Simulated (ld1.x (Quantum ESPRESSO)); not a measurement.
Tb, TM: configuration errors across variants

```json
{"Element": "terbium", "Generator": "ld1.x (Quantum ESPRESSO) 7.5", "Type": "norm-conserving Troullier–Martins (Kleinman–Bylander form)", "Functional": "PBE", "Relativity": "scalar-relativistic", "Frozen core": "[Kr]", "Valence charge": "29", "Reference configuration": "4d10 4f9 5s2 5p6 5d0 6s1 6p0 (charge +1)", "Partial waves": "5p (bound): rc 2.10 bohr; 4d (bound): rc 0.90 bohr; 4f (bound): rc 1.00 bohr; 5s (bound): rc 1.55 bohr", "Local potential": "the s channel", "Core correction": "none"}
```

Occupied shells without a wave of their own: 6s. They enter only through the test configuration that unscreens the potential.

All-electron excitation energies from the reference (eV): (1) 4d10 4f9 5s2 5p6 5d0 6s2 6p0 -6.163; (2) 4d10 4f9 5s2 5p6 5d0 6s0 6p0 11.524; (3) 4d10 4f8 5s2 5p6 5d0 6s0 6p0 36.827; (4) 4d10 4f9 5s2 5p6 5d1 6s0 6p0 1.954; (5) 4d10 4f9 5s2 5p6 5d0 6s0 6p2 -0.783; (6) 4d10 4f9 5s2 5p6 5d0 6s1.5 6p0 -3.711; (7) 4d10 4f9 5s2 5p5 5d0 6s2 6p0 23.857.

For the base: The 6s level has no wave, so the channel is fitted at the deeper level alone: the likely source of the large errors.

2 further variants failed, have other tests or too few solved ones, and are left out.

Errors AE − PS in meV (a dash: test not solved or not reliable):

```tsv
change	(1)	(2)	(3)	(4)	(5)	(6)	(7)	bound ghosts
base	+98	-184	-316	-1057	-74	+58	+146	none
wave 4f (bound): rc 1.00 bohr becomes 4f (bound): rc 0.92 bohr	+98	-184	-324	-1057	-74	+58	+144	none
wave 4f (bound): rc 1.00 bohr becomes 4f (bound): rc 1.22 bohr	+98	-184	-276	-1057	-74	+58	+151	none
wave 4f (bound): rc 1.00 bohr becomes 4f (bound): rc 1.34 bohr	+98	-184	-241	-1057	-74	+58	+156	none
wave 4f (bound): rc 1.00 bohr becomes 4f (bound): rc 1.52 bohr	+99	-184	-179	-1057	-74	+58	+162	none
```

**Question.** Give the same row for: wave 4f (bound): rc 1.00 bohr becomes 4f (bound): rc 1.04 bohr.

**Answer.** +98, -184, -309, -1057, -74, +58, +147; bound ghosts: none.
